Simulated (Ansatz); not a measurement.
Ideal-gas functions of C₂H₃In (`C#[C][InH2]`) at 800 K and 1 bar, from an Ansatz frequency run at PBE0-D4/def2-TZVP.

Molar mass 141.86 g/mol, point group C2v (symmetry number 2), electronic degeneracy 1, moments of inertia 4.695, 172.361, 177.056 u Å². Harmonic wavenumbers (cm⁻¹, unscaled): 166, 178, 419, 434, 544, 597, 694, 735, 1854, 1860, 2116, 3457.

Use S(trans) = R[1.5 ln M + 2.5 ln T − 1.1517]; rotational temperatures θ = 24.2544 K / I; S(rot) = R[ln(√π/σ · √(T³/θAθBθC)) + 1.5]; for each mode x = 1.438777 ν̃/T, S = R[x/(eˣ − 1) − ln(1 − e⁻ˣ)] and H = RT x/(eˣ − 1); 1 cm⁻¹ = 0.0119627 kJ/mol; R = 8.31446 J/(mol·K).

Question: By hand: the entropy, in J/(mol·K).

Answer: Translation 191.2. Rotation: θ = 5.166, 0.1407, 0.137 K, giving 104.4. Vibration, mode by mode: 18.40, 17.82, 10.86, 10.58, 8.82, 8.11, 6.99, 6.57, 1.33, 1.31, 0.91, 0.12, in all 91.8. Electronic 0.0. Sum 387.4 J/(mol·K).

Question: By hand: H − E and G − E in kJ/mol, counted from the electronic energy.

Answer: Zero-point energy ½ × 13054 × 0.0119627 = 78.1; thermal vibration 36.7; translation, rotation and pV give 4 RT = 26.6. H − E = 141.4 kJ/mol, and G − E = 141.4 − 800 × 387.4/1000 = -168.5 kJ/mol.

Vibration gives 24 % of the entropy.
